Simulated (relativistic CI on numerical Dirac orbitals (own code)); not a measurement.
What each ingredient does to the levels of Re XLII

Base calculation: Dirac-Coulomb-Breit CI, orbitals from a KLI potential per configuration, model QED, unscaled Slater integrals.

CI space (outside the closed core [Ar] 3d10): 4s²4p⁴, 4s4p⁵, 4s²4p³4d, 4p⁶, 4s4p⁴4d, 4s²4p³4f, 4s4p⁴4f, 4p⁵4d, 4s4p³4d², 4s²4p²4d4f, 4p⁵4f, 4p⁴4d4f, 4s4p³4f², 4s²4p³5s, 4p⁵5s, 4s²4p³5p, 4s4p³4d5s, 4s²4p²4f5s, 4s4p⁴5s, 4s²4p³5d, 4s4p⁴5p, 4s²4p³5f, 4s²4p³5g, 4s4p⁴5d, 4p⁴4f5s, 4s4p⁴5f, 4s²4p³6s, 4s²4p²4d², 4s²4p4d³, 4s4p²4d³, 4s²4p4d²4f, 4s4p²4d²4f, 4s²4p4d²5s, 4p⁴4d², 4p³4d³, 4p³4d²4f, 4p³4d²5s, 4s²4p²4d5s, 4s4p²4d²5s, 4s²4p4d4f5s, 4s4p²4d4f5s, 4s²4p4d5s², 4p⁴4d5s, 4p³4d4f5s, 4p³4d5s², 4s²4p²5s², 4s4p²4d5s², 4s²4p4f5s², 4s4p²4f5s². Double excitations out of closed p, d and f shells are left out; levels of such configurations are missing from the list, as are those of other unlisted configurations, and high levels can miss mixing partners. These lack a partner that the ground configuration has and come out too high: 4s²4p³5p, 4s²4p³5d, 4s4p⁴5p, 4s²4p³5f, 4s²4p³5g.

The lowest level and the first level of each name with at least 55 % of one term (blank where a level has no safe partner in the second run):

```json
{"Level": "4s²4p⁴ ³P2", "Base (cm⁻¹)": "0", "Shift (cm⁻¹)": "0"}
{"Level": "4s²4p⁴ ¹S0", "Base (cm⁻¹)": "75599", "Shift (cm⁻¹)": "-3"}
{"Level": "4s²4p⁴ ³P1", "Base (cm⁻¹)": "797275", "Shift (cm⁻¹)": "+8"}
{"Level": "4s²4p⁴ ¹D2", "Base (cm⁻¹)": "835164", "Shift (cm⁻¹)": "+17"}
{"Level": "4s²4p³4d ³P°0", "Base (cm⁻¹)": "1285264", "Shift (cm⁻¹)": "+1520"}
{"Level": "4s²4p⁴ ³P0", "Base (cm⁻¹)": "1662913", "Shift (cm⁻¹)": "+22"}
{"Level": "4s4p⁵ ³P°2", "Base (cm⁻¹)": "1664564", "Shift (cm⁻¹)": "+857"}
{"Level": "4s²4p³4d ³G°5", "Base (cm⁻¹)": "2260040", "Shift (cm⁻¹)": "+1544"}
{"Level": "4s4p⁵ ³P°0", "Base (cm⁻¹)": "2495582", "Shift (cm⁻¹)": "+910"}
{"Level": "4s4p⁴4d ³P0", "Base (cm⁻¹)": "2971163", "Shift (cm⁻¹)": "+2259"}
```

At this charge energies of transitions that change n are usually good to better than 1 %, and those within a shell (Δn = 0) to a few per cent.

Q: One thing was changed in a second run, which moved the levels as shown. Which?
A. QED terms removed
B. configuration mixing switched off
C. Breit term removed
D. non-relativistic limit
E. P86 correlation estimate

A: E. P86 correlation estimate. A correlation estimate moves all levels of a configuration together before mixing; mixed levels move by a weighted share.

LS names give the leading component of a level, which can be under half, so a name can repeat, a term be missing and a line seem to break the LS rules.
